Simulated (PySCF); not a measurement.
## Electron correlation in Sb⁺ (antimony, charge +1)

[Kr] 4d10 5s1 5p3, high-spin 5S determinant (an excited configuration). Calculation: PySCF 2.14, in x2c-TZVPPall; scalar relativity by spin-free X2C-1e. Frozen: [Kr] 4d10; 4 electrons correlated.

```
  level  correlation energy (mhartree)
   CCSD                         -20.32
    (T)                          -0.22
CCSD(T)                         -20.54
```

Diagnostics: T1 = 0.0015, D1 = 0.0033, largest double amplitude 0.049.

Task: Is a single reference adequate?

Result: Yes, within this model without spin-orbit coupling: T1 lies below 0.03 and no double amplitude reaches 0.07.
